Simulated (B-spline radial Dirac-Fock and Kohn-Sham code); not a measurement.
# Ba¹⁹⁺: eigenvalues, ΔSCF and the reference

System: Ba¹⁹⁺ in the configuration [Kr] 4d1.

The density-functional columns are spherical, spin-unpolarised Dirac-Kohn-Sham results without Breit or QED terms: −ε is minus the orbital energy of the initial state and ΔSCF the difference of two total energies. The reference in the last column comes from relaxed Dirac-Fock hole states (ΔSCF) with Breit and QED corrections and a finite nucleus. All numbers are from a B-spline atomic structure program, in eV; a selection of levels is shown. The Kohn-Sham columns are given as differences from the reference. For the 1s level of heavy atoms much of the gap between ΔSCF and the reference is the Breit and QED part, -139.5 eV here; for other levels the error of the functional can be larger.

| level | LDA −ε − DF | LDA ΔSCF − DF | Dirac-Fock |
| --- | --- | --- | --- |
| K (1s) | -273.8 | +127.9 | 37960.3 |
| L1 (2s) | -138.4 | -54.3 | 6513.8 |
| L2 (2p1/2) | -106.1 | -4.1 | 6144.6 |
| L3 (2p3/2) | -110.2 | -15.0 | 5767.2 |
| M1 (3s) | -73.8 | -38.8 | 1789.9 |
| M2 (3p1/2) | -60.7 | -24.6 | 1635.7 |
| M3 (3p3/2) | -59.9 | -25.0 | 1559.9 |
| M4 (3d3/2) | -39.4 | -0.8 | 1292.9 |
| M5 (3d5/2) | -39.8 | -1.7 | 1277.1 |
| N1 (4s) | -26.6 | -8.7 | 696.4 |
| N2 (4p1/2) | -16.2 | +1.5 | 631.6 |
| N3 (4p3/2) | -16.4 | +0.8 | 612.5 |
| N4,5 (4d) | -14.9 | +1.9 | 517.9 |

Values without a named source are computed, but for edge energies of neutral atoms, which are taken from tables.
